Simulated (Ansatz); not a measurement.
Computed with Ansatz.

A structure relaxed at PBE0-D4/def2-TZVP, charge 0, multiplicity 1:

| atom | x (Å) | y (Å) | z (Å) |
| --- | --- | --- | --- |
| C1 | 1.187 | -0.725 | -0.682 |
| C2 | -0.012 | 0.178 | -0.473 |
| C3 | -0.968 | 0.152 | -1.645 |
| O4 | -0.742 | -0.234 | 0.682 |
| Ge5 | -0.336 | 0.390 | 2.270 |
| F6 | 1.186 | -0.300 | 2.763 |
| H7 | 1.748 | -0.419 | -1.569 |
| H8 | 0.855 | -1.757 | -0.820 |
| H9 | 1.856 | -0.693 | 0.179 |
| H10 | 0.341 | 1.212 | -0.332 |
| H11 | -1.349 | -0.862 | -1.792 |
| H12 | -0.464 | 0.468 | -2.561 |
| H13 | -1.817 | 0.815 | -1.468 |
| H14 | -1.399 | -0.128 | 3.236 |
| H15 | -0.084 | 1.904 | 2.211 |

Question: Give its formula and SMILES.

Answer: C3H9FGeO, `CC(C)[O][GeH2][F]`.

Question: Point group (tolerance 0.08 Å, 0.16 Å for H)?

Answer: C1.

Question: Summarise the bond lengths by kind.

Answer: 2 × C–C 1.513 to 1.516 Å; 7 × C–H 1.091 to 1.102 Å; 1 × C–O 1.427 Å; 1 × Ge–O 1.754 Å; 1 × F–Ge 1.743 Å; 2 × Ge–H 1.527 to 1.536 Å.
